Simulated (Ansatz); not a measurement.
C₂H₅ClSi (`ClC1C[SiH2]1`) at its PBE0-D4/def2-TZVP geometry, where that method's forces vanish. Total charge 0; spin multiplicity 1.

```xyz
9

Cl    1.3559   -1.5563   -1.1690
C     0.8000   -0.0624   -0.4212
C     0.1222   -0.1746    0.9478
Si   -0.9867    0.4353   -0.4060
H     1.5632    0.7041   -0.5002
H    -0.0513   -1.1894    1.2924
H     0.5040    0.4777    1.7266
H    -1.9764   -0.5036   -0.9669
H    -1.3309    1.8692   -0.5035
```

(1) What forces (eV/Å) does B3LYP-D4/def2-TZVPP give on these atoms in Ansatz 0.2.0? (Estimate.)

Results:

(1) Ansatz gave: 
```
Cl1  0.155 -0.347 -0.186
C2   0.051  0.366  0.000
C3  -0.028 -0.052  0.272
Si4 -0.206  0.092 -0.104
H5  -0.051 -0.060  0.014
H6   0.028  0.076  0.002
H7  -0.021 -0.053 -0.035
H8   0.062  0.073  0.035
H9   0.011 -0.095  0.003
```

B3LYP here is the variant with VWN-RPA as its local correlation; programs differ in this.
